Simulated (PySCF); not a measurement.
# Reading the logs of faulty runs: BClGeH3

All numbers below are calculated, not measured. The program is PySCF 2.14.0, an open-source quantum chemistry code, run on an isolated molecule that a program drew, which may never have been made. The molecule is BClGeH3 (charge 0, doublet), drawn as the SMILES string `Cl[BH][GeH2]`.

Each row is a Hartree-Fock (HF) and frozen-core CCSD(T) single point in the cc-pV(D+d)Z basis, meant for a local HF minimum. Run 1 is clean. Each other run has one planted mistake out of seven kinds, and not every kind appears here: one electron removed, one electron added, multiplicity raised by two, geometry at a saddle point, minimal basis STO-3G, one bond length entered in bohr, all coordinates scaled. The reference is restricted for singlets and unrestricted otherwise, and also for a bond in bohr. Adding or removing an electron swaps singlet and doublet. Electrons count all cores. HOMO and LUMO are orbital energies over both spins, the gradient is its largest component, and the lowest frequency (negative if imaginary) is given only where the gradient is small. Bond lengths are over the 5 bonds as drawn. T1 is the CCSD diagnostic: over 0.02 (restricted) or 0.045 (unrestricted) a single reference is doubtful. Germanium has the cc-pVDZ-PP basis, with a core potential (ECP10MDF) in place of its 10 inner electrons, and its 3s, 3p and 3d shells are frozen in CCSD(T).

Geometry of the clean run:
```xyz
6
BClGeH3, angstrom
Cl   -1.0891    0.8755    0.0713
B     0.5323    0.2010    0.2455
Ge    0.8029   -1.7103    0.8880
H     1.4539    0.9311    0.0472
H    -0.3451   -2.7122    0.8056
H     2.1587   -2.3758    0.6606
```

| run | electrons | basis functions | <S^2> | HOMO (eV) | LUMO (eV) | gradient (hartree/bohr) | lowest frequency (cm^-1) | mean bond (Å) | longest bond (Å) | T1 | HF (hartree) | CCSD(T) (hartree) | mistake |
|---|---|---|---|---|---|---|---|---|---|---|---|---|---|
| 1 | 57 | 75 | 0.765 | -8.46 | 0.34 | 1.9e-05 | 174 | 1.6090 | 2.034 | 0.0176 | -779.31071 | -779.66635 | no fault |
| 2 | 57 | 75 | 0.761 | -8.15 | 0.37 | 2.1e-05 | -216 | 1.6018 | 2.008 | 0.0161 | -779.31020 | -779.66692 | geometry at a saddle point |
| 3 | 58 | 75 | 0.000 | -1.03 | 7.58 | 5.1e-02 | - | 1.6090 | 2.034 | 0.0214 | -779.32079 | -779.71229 | one electron added |
| 4 | 56 | 75 | 0.000 | -16.64 | -7.05 | 5.4e-02 | - | 1.6090 | 2.034 | 0.0201 | -779.02620 | -779.37164 | ? |
| 5 | 57 | 75 | 1.694 | -8.00 | 0.43 | 1.2e-02 | - | 1.9710 | 3.845 | 0.0234 | -779.21133 | -779.54023 | ? |

**Which mistake was planted in run 4, and what did it cost?**

It counts 56 electrons, one fewer than the clean run, at the same geometry and basis. So the mistake is: one electron removed. Subtracting run 1 and multiplying by 627.51 kcal/mol a hartree, the energy moved by 178.5 kcal/mol in HF and 184.9 kcal/mol in CCSD(T).

**Which mistake was planted in run 5, and what did it cost?**

The mean bond changes by a factor of 1.225 and the longest by 1.890, so the molecule wasn't scaled as a whole. A length L in bohr read as angstrom grows by (1/0.5292 - 1) L = 0.890 L. The 5 bonds together grew by 5 x 0.3620 = 1.810 Å, which gives L = 2.034 Å. That is bond B2-Ge3, 2.034 Å in the clean geometry. So the mistake is: one bond length entered in bohr. Subtracting run 1 and multiplying by 627.51 kcal/mol a hartree, the energy moved by 62.4 kcal/mol in HF and 79.1 kcal/mol in CCSD(T).

Cautions from the logs. Run 3: T1 is over the limit, so its CCSD(T) energy is less reliable; run 4: T1 is over the limit, so its CCSD(T) energy is less reliable.
